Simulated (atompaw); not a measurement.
# How hard is this Sn PAW (atompaw) potential?

* Element: tin (Sn)
* Generator: atompaw 4.2.0.5
* Type: PAW
* Functional: PBE
* Relativity: scalar-relativistic
* Frozen core: [Ar] 3d10 4s2
* Valence charge: 20
* Reference configuration: 4p6 4d10 5s2 5p0 (charge +2)
* Partial waves: 5s (bound): rc 2.25 bohr; 5s channel at -0.85 Ry: rc 2.25 bohr; 4p (bound): rc 0.95 bohr; 5p (bound, empty): rc 1.90 bohr; 4d (bound): rc 1.50 bohr; 4d channel at -1.2 Ry: rc 2.25 bohr
* Local potential: ultrasoft scheme with l = 3 at 0.5 Ry, radius 1.74 bohr
* Core correction: smooth core density matched at 1.50 bohr
* Augmentation charge: besselshape compensation charge, radius 2.25 bohr; PAW radius 2.25 bohr; waves and projectors: custom rrkj vanderbiltortho

The pseudo-atom Hamiltonian at the reference potential is diagonalised in spherical Bessel functions j_l(qr) that vanish at 20 bohr, with q² up to the cutoff. All-electron valence levels (Ry): 5s -1.9177, 4p -7.8756, 5p -1.3077, 4d -3.1758.

Problem. How do the lowest levels (Ry) of each channel move with the cutoff, and are there ghosts?

Solution.

```csv
cutoff (Ry),s #1,s #2,p #1,p #2,d #1,f #1,f #2,Σ f·Δε (mRy)
8,-1.9176,-0.6601,-1.2989,-0.5179,-0.6248,-0.3091,-0.1755,64968.5
21,-7.6981,-1.9177,-1.3086,-0.7055,-2.4846,-0.3138,-0.1790,46312.5
45,-9.4865,-1.9178,-7.7777,-1.3077,-3.1727,-0.3155,-0.1803,616.5
70,-9.5352,-1.9178,-7.8685,-1.3077,-3.1753,-0.3156,-0.1804,46.1
120,-9.5357,-1.9178,-7.8749,-1.3077,-3.1757,-0.3156,-0.1804,3.0
230,-9.5357,-1.9178,-7.8753,-1.3077,-3.1757,-0.3156,-0.1804,0.5
400,-9.5357,-1.9178,-7.8754,-1.3077,-3.1757,-0.3156,-0.1804,0.0
```

Result: ghost states, extra bound levels that the all-electron valence spectrum of the same l lacks: s at -129.7 eV, p at -16.8 eV (a true bound ghost makes a file unfit for plane-wave use); 10 mRy is reached at 90 Ry and 1 mRy at 180 Ry.
